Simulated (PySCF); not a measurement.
GeH3NS, SMILES [NH2][Ge][SH] (connectivity only; charge and spin as stated), neutral, multiplicity 1. The structure is a stationary point at ωB97X-D3(BJ)/def2-TZVP. Other conformers were not sampled.

Computed with ωB97X-D3(BJ)/def2-TZVP in PySCF.

Harmonic wavenumbers (cm⁻¹): 206, 276, 394, 401, 484, 700, 720, 797, 1583, 2764, 3600, 3708. Rotational constants (GHz): 11.36, 3.778, 2.835; symmetry number 1.

**Question.** Work out the zero-point energy and the ideal-gas rigid-rotor harmonic-oscillator thermochemistry at 298.15 K and 1 atm.

**Answer.** ZPE = ½ Σ hcν = ½ × 15634 cm⁻¹ = 93.51 kJ/mol. H − E(el) = 109.10 kJ/mol. Entropy in J/(mol K): translation 168.63, rotation 106.20, vibration 29.64, total 304.48. G − E(el) = 18.32 kJ/mol. Cp = 75.59 J/(mol K).
